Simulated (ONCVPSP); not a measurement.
Transferability test, ONCV potential for titanium (Ti)

- Element: Ti
- Generator: ONCVPSP 4.0.1
- Type: optimised norm-conserving Vanderbilt (ONCV)
- Functional: LDA (Perdew-Zunger)
- Relativity: scalar-relativistic
- Frozen core: [Ne]
- Valence charge: 12
- Reference configuration: 3s2 3p6 3d2 4s2
- Partial waves: 3s+4s: rc 1.75 bohr, ncon 4, nbas 9, qcut 5.3 1/bohr, 2 projectors; 3p: rc 1.15 bohr, ncon 3, nbas 6, qcut 7.1 1/bohr, 1 projector; 3d: rc 1.35 bohr, ncon 3, nbas 8, qcut 13.3 1/bohr, 1 projector
- Local potential: polynomial inside 1.10 bohr (lpopt 5, dvloc0 4 Ha)
- Core correction: Teter function, fcfact 4.75, rcfact 1.55

Energies are relative to the spin-unpolarised reference configuration 3s2 3p6 3d2 4s2; without spin polarisation the order of configurations can differ from experiment.

```
valence configuration  charge  ΔE all-electron (eV)  error AE − PS (meV)
      3s2 3p6 3d2 4s1      +1                 7.536                 -0.6
      3s2 3p6 3d2 4s0      +2                21.336                 -2.3
      3s2 3p6 3d1 4s0      +3                48.525                 +0.8
```

Task: What are ΔE and the potential's error for 3s2 3p6 3d2 4s1 4p1?

Result: ΔE = 3.136 eV all-electron; the error (AE − PS) is +7.6 meV.

Levels in the configuration 3s2 3p6 3d1 4s0:

```json
{"level": "3s", "all-electron (eV)": "-94.741", "pseudo (eV)": "-94.875"}
{"level": "3p", "all-electron (eV)": "-70.917", "pseudo (eV)": "-70.919"}
{"level": "3d", "all-electron (eV)": "-34.933", "pseudo (eV)": "-34.902"}
```
